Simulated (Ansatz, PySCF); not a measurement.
H5GeNO (SMILES [NH2][GeH2][OH]), singlet, at a GFN2-xTB geometry, with bond 5-1 at 2.4 times its length. Base run: CASSCF(4,4)/6-31G in PySCF.

Input for PySCF:
```python
from pyscf import gto, scf, mcscf
import numpy

mol = gto.M(
    atom='''
Ge   -0.22886294   -0.24881406    0.06256490
N     1.53218929   -0.51172173   -0.18667527
O    -0.55030496    1.47563485   -0.07070189
H    -0.59523862   -0.71190260    1.44232860
H    -2.03644082   -1.98888956   -2.52177183
H     1.88681255   -0.26139739   -1.09995179
H     2.13928287   -0.09041515    0.50356533
H    -1.44810770    1.77658370    0.03856520
''',
    basis='6-31g',
    verbose=3,
)

mf = scf.RHF(mol)
mf.kernel()
mc = mcscf.CASSCF(mf, 4, 4)
mc.fix_spin_(ss=0.0)
mc.kernel()
occ = numpy.linalg.eigvalsh(mc.fcisolver.make_rdm1(mc.ci, mc.ncas, mc.nelecas))[::-1]
ss = mc.fcisolver.spin_square(mc.ci, mc.ncas, mc.nelecas)[0]
print('natural occupations', occ.round(4), ' <S^2>', round(ss, 4))
```

Programs used: Ansatz (an electronic-structure program), PySCF; a row that names a program was run with it.

Each row names what was changed in the base input (with any setting that the change needs).

```
change                                                ΔE vs base (mEh)                      natural occupations  <S^2> of the state        outcome
----------------------------------------------------  ----------------  ---------------------------------------  ------------------  -------------
base                                                             0.000                      1.98 1.33 0.68 0.02                0.00      converged
orbitals = fixed (CASCI)                                        32.578                      2.00 1.40 0.60 0.00                0.00      converged
active space = 2 electrons, 3 orbitals                          14.551                           1.33 0.67 0.00                0.00      converged
start = MP2 natural orbitals                                    -2.116                      1.98 1.33 0.67 0.02                0.00      converged
state_average = 2 states                                        15.818                                        -                   -      converged
fix_spin_ = off                                                  0.000                      1.98 1.33 0.68 0.02                0.00      converged
code = ansatz; correction = SC-NEVPT2, all electrons            -485.8                                        -                   -      converged
active space = 8 electrons, 8 orbitals                         -76.566  1.98 1.98 1.98 1.33 0.67 0.02 0.02 0.02                0.00      converged
active space = 8 electrons, 6 orbitals                               -                                        -                   -  not converged
solver = newton                                                  0.000                      1.98 1.33 0.68 0.02                0.00      converged
code = ansatz                                                   -8.251                                        -                   -      converged
```

Active orbitals are taken around the Fermi level unless the row says otherwise; CASSCF can end in different local minima, and two programs can end on different orbitals. State-averaged rows give the lowest state.
